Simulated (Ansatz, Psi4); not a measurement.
Species: difluoroboranylsilane, BSiH3F2, net charge 0, singlet state. SMILES: FB(F)[SiH3]
Geometry from a B3LYP-D3(BJ)/def2-TZVP (Ansatz, an electronic-structure program) optimisation:
```
Si
H 1 1.4797
H 1 1.4822 2 109.58
H 1 1.4825 2 109.48 3 -119.01
B 1 2.0346 2 111.07 4 -120.32
F 5 1.3238 1 122.80 2 2.52
F 5 1.3250 6 116.13 1 -179.85
```

PBE/6-31G* beside other levels, property by property. Set-up: each state is the SCF solution reached for its charge and spin; 6-31G* and kin with 6d, 5d where marked; spin-orbit terms left out; frozen cores in correlated levels; dispersion terms only where a functional's name holds one; non-relativistic; UHF or UKS for open shells; atomisation electronic, to ground-state atoms. CBS(X,Y): correlation extrapolated as X^-3; Hartree-Fock from the larger set (for Q and 5 zeta extrapolated as (X+1)exp(-9√X)). The bracket is a focal-point correction in the basis named. First-principles rows: single points at B3LYP-D3(BJ) geometries (Ansatz). Levels can end on unlike triplets.

Coupled cluster (Ansatz) is a level with limits of its own, used here on species with T1 under 0.025 (0.045 for open shells) and stable references: (a) RI-MP2/CBS(aug-cc-pV(T+d)Z,aug-cc-pV(Q+d)Z)+[CCSD(T)-MP2]/aug-cc-pV(T+d)Z; (b) CCSD(T)/CBS(cc-pV(Q+d)Z,cc-pV(5+d)Z).

```json
[
 {"property": "vertical ionisation energy to the doublet (eV)", "PBE/6-31G* (Ansatz)": "10.96", "wB97X-D/6-31G* (Psi4)": "11.46", "MP2/6-31G* (Ansatz)": "11.28", "wB97X-V/def2-TZVPD (Ansatz)": "11.68", "to compare with": "11.87 coupled cluster (a)"},
 {"property": "atomisation energy (kcal/mol)", "PBE/6-31G* (Ansatz)": "624.9", "wB97X-D/6-31G* (Psi4)": "614.7", "MP2/6-31G* (Ansatz)": "580.1", "wB97X-V/def2-TZVPD (Ansatz)": "616.4", "to compare with": "613.9 coupled cluster (b)"},
 {"property": "vertical triplet-singlet gap, E(triplet) - E(singlet) (eV)", "PBE/6-31G* (Ansatz)": "5.30", "wB97X-D/6-31G* (Psi4)": "5.75", "MP2/6-31G* (Ansatz)": "6.06", "wB97X-V/def2-TZVPD (Ansatz)": "5.54", "to compare with": "5.65 coupled cluster (a)"}
]
```

As the rows show:
- vertical ionisation energy to the doublet: PBE/6-31G* lies 0.91 eV below coupled cluster.
- atomisation energy: PBE/6-31G* lies 11.0 kcal/mol above coupled cluster.
- vertical triplet-singlet gap, E(triplet) - E(singlet): PBE/6-31G* lies 0.35 eV below coupled cluster.

The properties are those with a value to compare with, at most eight drawn at random. No case is left out for the size of its miss. Left out are saddle points of the reference geometry, anions that the best level run finds unbound, excited spin states, species near biochemistry, 298 K rows of species without real B3LYP wavenumbers, cases with under five habitual levels, runs that failed or that the program found above a lower state of the same kind, table entries that another table contradicts, and a share of species set aside by lot.
